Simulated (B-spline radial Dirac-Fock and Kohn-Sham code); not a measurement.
Elastic and transport cross sections of fluorine for electrons

Calculated with an atomic code on a B-spline grid, using relativistic (Dirac) partial waves in the static field of the Dirac-Fock atom with Furness-McCarthy exchange, without polarisation or absorption potentials. σ_tr1 and σ_tr2 weight the cross section with 1 − P₁ and 1 − P₂ of cos θ; "backward" is the share scattered beyond 90°.

```tsv
energy (eV)	σ (a₀²)	σ_tr1 (a₀²)	σ_tr2 (a₀²)	σ/σ_tr1	backward (%)
34600	0.0823	0.000527	0.00134	156	0.049
35700	?	?	?	?	?
50000	0.0595	0.000273	0.000702	218	0.032
62700	0.0491	0.000183	0.000474	269	0.024
65500	0.0474	0.000169	0.000440	280	0.023
67300	0.0463	0.000161	0.000419	287	0.022
72300	0.0437	0.000142	0.000371	307	0.020
76700	0.0417	0.000128	0.000335	325	0.019
89100	0.0370	9.87e-05	0.000259	375	0.016
92600	0.0359	9.23e-05	0.000243	389	0.015
94600	0.0353	8.89e-05	0.000234	397	0.015
100000	0.0339	8.08e-05	0.000213	419	0.014
103000	0.0331	7.68e-05	0.000203	431	0.013
116000	0.0303	6.26e-05	0.000166	485	0.011
119000	0.0298	5.99e-05	0.000159	497	0.011
156000	0.0247	3.78e-05	0.000101	652	0.0075
200000	0.0211	2.50e-05	6.75e-05	843	0.0052
300000	0.0169	1.30e-05	3.54e-05	1310	0.0028
```

Problem. Fill in the row for 35.7 keV.

Solution. σ = 0.0800 a₀², σ_tr1 = 0.000498 a₀², σ_tr2 = 0.00127 a₀², σ/σ_tr1 = 161, backward 0.047 %. The ratio σ/σ_tr1 is roughly the number of elastic collisions that randomise the direction.
